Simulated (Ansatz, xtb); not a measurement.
## Relative energy of two isomers of C4H6BClO

We compare a, `CC1=CCOB1Cl`, a singlet, with b, `ClC1=CCBOC1`, a singlet. Both are isolated molecules in the gas phase, relaxed with PBE0-D3(BJ)/def2-SVP.

Quicker runs give these differences E(b) − E(a): GFN2-xTB +0.741 eV; HF/STO-3G +1.600 eV (at GFN2-xTB geometries); r2SCAN-D4/def2-SVP +1.750 eV (at GFN2-xTB geometries).

Task: Estimate E(b) − E(a) at the level CCSD(T)/def2-SVP + ΔMP2/def2-TZVPP.

Result: Calculated at CCSD(T)/def2-SVP + ΔMP2/def2-TZVPP: E(b) − E(a) = +1.631 eV, so structure a lies lower.

Level by level:

```csv
level,geometry,E(b) − E(a) (eV),departure from the last row (eV),"job, with rough time for the two"
GFN2-xTB,GFN2-xTB,+0.741,−0.890,"optimisation, 0.19 s"
HF/STO-3G,GFN2-xTB,+1.600,−0.031,"single point, 0.32 s"
r2SCAN-D4/def2-SVP,GFN2-xTB,+1.750,+0.119,"single point, 3.3 s"
PBE0-D3(BJ)/def2-SVP,PBE0-D3(BJ)/def2-SVP,+1.723,+0.092,"optimisation, 34 s"
HF/def2-SVP,PBE0-D3(BJ)/def2-SVP,+1.798,+0.167,part of the CCSD(T) run
MP2/def2-SVP,PBE0-D3(BJ)/def2-SVP,+1.805,+0.174,part of the CCSD(T) run
CCSD(T)/def2-SVP,PBE0-D3(BJ)/def2-SVP,+1.741,+0.110,single point
CCSD(T)/def2-SVP + ΔMP2/def2-TZVPP,PBE0-D3(BJ)/def2-SVP,+1.631,,"single point, 48 s"
```

As drawn, b has 1 C–Cl, 1 B–H in place of 1 B–Cl, 1 C–H. Structure a has a 5-membered ring, b a 6-membered ring.

None of the levels shown reverses the order. The largest departure from CCSD(T)/def2-SVP + ΔMP2/def2-TZVPP is that of GFN2-xTB, 0.890 eV. The last row adds to CCSD(T) the change of the MP2 difference between the two basis sets, here −0.110 eV.

With thermal terms from frequencies at re-optimised GFN2-xTB minima (ideal gas, soft modes damped towards free rotors, one conformer each, 298.15 K, 1 atm): the zero-point term adds −0.043 eV; ΔH is +1.581 and ΔG +1.584 eV.

The correlated steps freeze 11 core orbitals. Codes used: Ansatz 0.2.0, xtb 6.7.1; the last row on 4 threads of Arm Neoverse V2 on a shared host.
